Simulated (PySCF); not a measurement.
Gas-phase reaction: 2 InBr3 + O ⇌ In2O + 3 Br2

Energies from PySCF, thermal terms from the rigid-rotor harmonic-oscillator model, ideal gas at 1 bar. † marks an energy on the PBE0/def2-TZVP geometry and frequencies; other levels use their own. MP2 and CCSD(T) freeze the core. Open shells (unrestricted): O (multiplicity 3, electronic degeneracy 9); the rest are closed-shell singlets. Spin-orbit splitting is ignored; it lowers the true energy and changes the entropy of O. In: scalar-relativistic def2 core potential, no spin-orbit coupling. Br: all electrons, no relativistic terms. MP2 isn't extrapolated to the basis-set limit; its ΔH°(298 K) is 466.2 kJ in def2-SVP and 353.3 kJ in def2-TZVPP. CCSD(T) isn't extrapolated to the basis-set limit; its ΔH°(298 K) is 434.4 kJ in def2-SVP and 368.7 kJ in def2-TZVPP. The harmonic model lacks anharmonicity and excited electronic states, which grow with temperature; levels with a mode under 35 cm⁻¹ are left out. Soft modes under 120 cm⁻¹ make the harmonic entropy rough for InBr3, In2O. Warning, large T1 diagnostic: In2O (CCSD(T)/def2-TZVPP†).

| level | ΔE electronic, kJ | ΔH°(298 K), kJ | ΔS°(298 K), J/K | ΔG°(1800 K), kJ |
|---|---|---|---|---|
| BLYP/def2-TZVP† | 183 | 181 | 129 | -25 |
| CCSD(T)/def2-TZVPP† | 370 | 369 | 129 | 162 |
| HF/def2-TZVP† | 668 | 666 | 129 | 460 |
| MP2/def2-SVP† | 468 | 466 | 129 | 260 |
| MP2/def2-TZVPP† | 355 | 353 | 129 | 147 |
| PBE/def2-SVP | 247 | 245 | 132 | 33 |
| PBE0/def2-SVP† | 369 | 367 | 129 | 161 |
| PBE0/def2-TZVP | 351 | 349 | 129 | 143 |
| ωB97M-V/def2-TZVP† | 353 | 351 | 129 | 145 |
| ωB97X-V/def2-TZVP† | 373 | 372 | 129 | 165 |
ΔH° is lowest at BLYP/def2-TZVP† and highest at HF/def2-TZVP†. No reference value is set beside these.
